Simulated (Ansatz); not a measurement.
Consider the formal exchange of groups at a Ga–C bond: `C=[C](O)[GaH][CH3]` + ethane → `[CH3][GaH][CH3]` + `C=C(C)O`.

Calculated with Ansatz (gas phase, PBE0-D4/def2-TZVP geometries, no zero-point term in ΔE). CCSD(T)/CBS is the MP2 limit (def2-TZVPP, def2-QZVPP) plus CCSD(T) − MP2 in def2-TZVPP, frozen cores. This one scheme is used for every species. DFT in def2-TZVPP. B3LYP here is the variant with VWN-RPA as its local correlation; programs differ in this. For Ga outer-core shells are correlated without core-valence functions, which leaves a few kJ/mol of doubt a bond. Scalar relativity is left out up to krypton. One conformer a species, not always the lowest.

```
             level  ΔE (kcal/mol)  difference from CCSD(T)/CBS
       LDA (SPW92)           -5.4                         -1.7
         revPBE-D4           -3.3                          0.4
        r2SCAN0-D4           -4.9                         -1.2
           ωB97X-V           -4.1                         -0.4
            B2PLYP           -3.7                          0.0
               PBE           -3.9                         -0.2
              BLYP           -3.0                          0.7
             B3LYP           -3.7                          0.0
           r2SCAN0           -5.0                         -1.3
           LC-ωPBE           -5.0                         -1.3
RPA@PBE/def2-TZVPP           -2.6                          1.1
       HF/def2-SVP           -3.7                          0.0
     CCSD/def2-SVP           -2.8                          0.9
  CCSD(T)/def2-SVP           -2.5                          1.2
CCSD(T)/def2-TZVPP           -3.5                          0.2
      HF/CBS(def2)           -4.2                         -0.5
       CCSD(T)/CBS           -3.7                            0
```

Largest T1 diagnostic among the species: 0.013.

At CCSD(T), def2-SVP lies +1.3 kcal/mol from the extrapolated value and def2-TZVPP +0.2 kcal/mol. From BLYP to BHLYP (50 % exact exchange), in def2-TZVPP and without D4, ΔE moves by −1.2 kcal/mol.

CCSD(T)/CBS has its own doubt, a few kJ/mol and more with outer-core shells, so smaller differences from it don't rank the levels.
